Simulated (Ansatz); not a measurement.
Basis sets compared for Ta₅⁺. Total charge 1; singlet. Geometry PBE-D4/def2-SVP. Ansatz on 4 threads of AMD EPYC 9R45 on a shared host; times are rough, and most runs start from earlier orbitals.

```xyz
5

Ta    0.139    0.551    1.475
Ta   -1.435    1.423   -0.324
Ta   -0.935   -1.035   -0.745
Ta    1.042    0.634   -0.956
Ta    1.188   -1.573    0.549
```

In the def2 sets Ta takes a core potential; there is no spin–orbit coupling. At PBE0-D4/def2-TZVP a triplet of charge 1 lies 0.15 eV below the restricted singlet, each at its own geometry. The structure comes from a short search, and lower isomers may exist.

```json
{"level": "PBE-D4/def2-SVP", "functions": "160", "energy (Eh)": "-284.8912", "HOMO (eV)": "-7.84", "LUMO (eV)": "-7.24", "wall time": "1.6 s"}
{"level": "PBE0-D4/def2-SVP", "functions": "160", "energy (Eh)": "-284.5796", "HOMO (eV)": "-8.49", "LUMO (eV)": "-6.34", "wall time": "2.1 s"}
```

Q: Estimate the rows for PBE-D4/def2-TZVP (with forces), PBE0-D4/def2-TZVP.

A: 
```
                         level  functions  energy (Eh)  HOMO (eV)  LUMO (eV)  wall time
PBE-D4/def2-TZVP (with forces)        200    -284.9434      -7.72      -7.13      2.1 s
             PBE0-D4/def2-TZVP        200    -284.6406      -8.33      -6.19      2.4 s
```
